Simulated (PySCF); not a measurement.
These 3 structures share the formula C4H8OSi. Method: PBE0-D3(BJ)/def2-SVP geometry optimisation, gas phase in PySCF. Energies are electronic, without zero-point or thermal terms, for one conformer each. No frequencies were run at this level. Point groups hold within 0.08 Å.

Problem. Order them by energy at this level, lowest first, and give relative energies in kcal/mol.
A. `[CH2:1]=[C:2]1[CH2:3][C@@H:4]1[O:5][SiH3:6]` with C3–C4–O5–Si6 81°
B. `[SiH3:1][O:2][CH:3]=[C:4]1[CH2:5][CH2:6]1` with Si1–O2–C3–C4 -173°
C. `[CH2:1]=[CH:2][C:3](=[CH2:4])[O:5][SiH3:6]` with C1–C2–C3–C4 180°, C2–C3–O5–Si6 179°

Solution. C (0.0), B (17.6), A (21.9).

As drawn, the highest has a three-membered ring, which the lowest lacks.

```tsv
SMILES	E (Eh)	E rel (kcal/mol)	dipole (D)	point group	A, B, C (MHz)
C=CC(=C)O[SiH3]	-521.28718	0.0	0.48	Cs	5426, 1835, 1394
[SiH3]OC=C1CC1	-521.25915	17.6	0.76	near Cs	13305, 1137, 1077
C=C1C[C@@H]1O[SiH3]	-521.25235	21.9	1.03	C1	8687, 1451, 1324
```
